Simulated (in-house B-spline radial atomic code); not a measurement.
Values are calculated unless marked as measured or tabulated.
Softness against transferability: the 4d channel of Rh

Rh, [Kr] 4d8 5s1, non-relativistic LDA (VWN5), spherical and spin-unpolarised, from an all-electron radial atomic-structure program (B-spline basis) (atomic units). The all-electron 4d level is ε = -0.239422 hartree, its outermost node lies just inside 0.47 bohr and its outer maximum at 1.13 bohr.

Troullier-Martins pseudo-orbitals are made for several radii. The cutoffs (hartree) are the plane-wave energies beyond which the orbital holds less than the named kinetic energy per electron. The phase error is the difference, pseudo minus all-electron, of arctan(R P'/P) at R = 1.89 bohr for all radii, half a hartree below and above the level.

```tsv
r_c (bohr)	V_l(0) (hartree)	cutoff for 10 mEh	for 1 mEh	for 0.1 mEh	phase error at ε − 0.5 (mrad)	at ε + 0.5 (mrad)
0.85	-54.37	94.7	117	215	-1.2	-1.1
0.99	-21.38	40.1	66.8	110	-0.7	-0.6
1.13	-13.41	24.2	35.6	49.2	-0.5	-0.4
1.28	-11.70	22.8	30.4	37.3	-0.3	-0.3
1.43	-11.20	22.3	29.2	34.9	-0.2	-0.2
1.59	-10.72	21.5	27.7	33	+0.2	+0.2
```

Which radius needs the lowest cutoff for 0.1 mEh while both phase errors stay within 0.6 mrad?

The radii within that limit are 1.13, 1.28, 1.43, 1.59 bohr; of these r_c = 1.59 needs the least, 33 hartree, that is 66 Ry or 898 eV.

What does the larger radius buy, and what does it cost?

From r_c = 0.85 to 1.59 bohr the cutoff for 1 mEh goes from 117 to 27.7 hartree, a factor of 4.22, against 3.50 for a pure 1/r_c² scaling, end to end; step by step it is 117, 66.8, 35.6, 30.4, 29.2, 27.7, and for 0.1 mEh 215, 110, 49.2, 37.3, 34.9, 33; the number of plane waves goes as the cutoff to the power 3/2, here a factor of 8.7. The larger of the two phase errors is least at r_c = 1.43 bohr, 0.2 mrad; it is 1.2 at the smallest radius and 0.2 at the largest. These errors test the reference atom alone. The smallest radius lies well inside the outer maximum, where the nodeless form must bend sharply to keep the norm, so it is both harder and scatters less well than the next. Large radii also let the cores of neighbours overlap, which an atom doesn't show.
